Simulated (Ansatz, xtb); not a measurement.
AlH2NSiSn: where a starting geometry ends

The starting geometry of this gas-phase singlet was built from a drawn formula by distance geometry and a force field; its bonds are those of `[AlH]1[N]2[SiH]=[Sn]12`.

```yaml
atoms:
  - { symbol: Al, position_ang: [-0.2983, 0.0667, -0.0329] }
  - { symbol: N, position_ang: [-1.4928, 1.3853, 0.5998] }
  - { symbol: Si, position_ang: [-0.8457, 1.5369, 2.2430] }
  - { symbol: Sn, position_ang: [-2.3151, -0.1841, 1.5866] }
  - { symbol: H, position_ang: [0.9309, -0.3886, -0.9781] }
  - { symbol: H, position_ang: [-0.2316, 2.3823, 3.2687] }
```

Question: Predict what it relaxes into with r2SCAN-D4/def2-SVP.

Answer: A bond breaks, giving a structure given below by its coordinates. Contacts that open: N2–Sn4 (2.03 → 3.08 Å).

The energy falls by 2.63 eV over 9 steps:

| step | E − E(last) (eV) |
| --- | --- |
| 1 | 2.626 |
| 2 | 0.905 |
| 3 | 0.352 |
| 4 | 0.136 |
| 5 | 0.034 |
| 6 | 0.005 |
| 7 | 0.000 |
| 8 | 0.000 |
| 9 | 0.000 |

Final geometry (Å):

```xyz
6

Al   -0.3877    0.0705    0.0401
N    -0.7827    1.7721    0.5595
Si   -0.8949    1.4294    2.2019
Sn   -2.3903   -0.5800    1.7400
H     0.6761   -0.3756   -1.0467
H    -0.4730    2.4820    3.1922
```

From the same start GFN2-xTB reaches the same bonding as this run.

No frequencies were run, so the end isn't proven a minimum. Atoms past krypton carry core potentials, without spin–orbit terms. Run with Ansatz 0.2.0, 89 s on 1 thread of AMD EPYC (Zen 3), with other jobs on the host.
